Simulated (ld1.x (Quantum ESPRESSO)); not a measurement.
**PBE ultrasoft dataset for cobalt (Co), scalar-relativistic all-electron reference.**

* Element: Co (Z = 27)
* Generator: ld1.x (Quantum ESPRESSO) 7.5
* Type: ultrasoft
* Functional: PBE
* Relativity: scalar-relativistic
* Frozen core: [Ne] 3s2
* Valence charge: 15
* Reference configuration: 3p6 3d7 4s2 4p0
* Partial waves: 4s (bound): rcut 1.80, rcutus 2.25 bohr; 4s channel at 0.2 Ry: rcut 1.80, rcutus 2.25 bohr; 3p (bound): rc 1.15 bohr; 4p (bound, empty): rc 1.15 bohr; 3d (bound): rcut 1.00, rcutus 1.15 bohr; 3d channel at 0.35 Ry: rcut 1.00, rcutus 1.15 bohr; 4f channel at -0.1 Ry: rcut 1.60, rcutus 2.05 bohr; 4f channel at 2.3 Ry: rcut 1.60, rcutus 2.05 bohr
* Local potential: all-electron potential smoothed inside 1.00 bohr (lloc = -1)
* Core correction: Bessel-smoothed model core inside 1.15 bohr
* Augmentation charge: built from norm-conserving waves at rcut, not smoothed further

All-electron outer shells of the reference configuration (PBE, scalar-relativistic, ld1.x):

| shell | level (eV) | outermost node (bohr) | outermost maximum (bohr) |
| --- | --- | --- | --- |
| 2p | -769.94 | – | 0.17 |
| 3s | -102.40 | 0.31 | 0.66 |
| 3p | -65.64 | 0.28 | 0.68 |
| 3d | -8.20 | – | 0.66 |
| 4s | -5.47 | 0.96 | 2.32 |
| 4p | -1.28 | 1.05 | 3.25 |

Question: Does the generator finish with these settings?

Answer: Yes, a potential is produced.

Question: What does a ghost test show?

Answer: Ghost state, extra bound levels that the all-electron valence spectrum of the same l lacks: s at -556.5 eV (f not tested). A true bound ghost makes a file unfit for plane-wave use.

Question: Is the overlap operator S = 1 + Σ q|β⟩⟨β| positive definite (Bessel basis up to 400 Ry)?

Answer: No: its lowest eigenvalue is -2.109, in the f channel, so the generalised eigenproblem breaks down once the basis is large enough.

Question: Tests: 3p6 3d7 4s1 4p0; 3p6 3d7 4s0 4p0; 3p6 3d6 4s0 4p0; 3p5 3d7 4s2 4p0; 3p6 3d6 4s2 4p0; 3p6 3d7.5 4s1.5 4p0; 3p6 3d7 4s1.5 4p0. Which has the largest error in its energy relative to the reference configuration, and how large is it?

Answer: 3p5 3d7 4s2 4p0, with -181 meV (all-electron minus pseudo) on +73.52 eV.

Its overlap operator is not positive definite in a basis up to 400 Ry (lowest eigenvalue f -2.11), so the file is unfit for use: the generalised eigenproblem breaks down once the basis is large enough, and its test numbers describe a broken file.
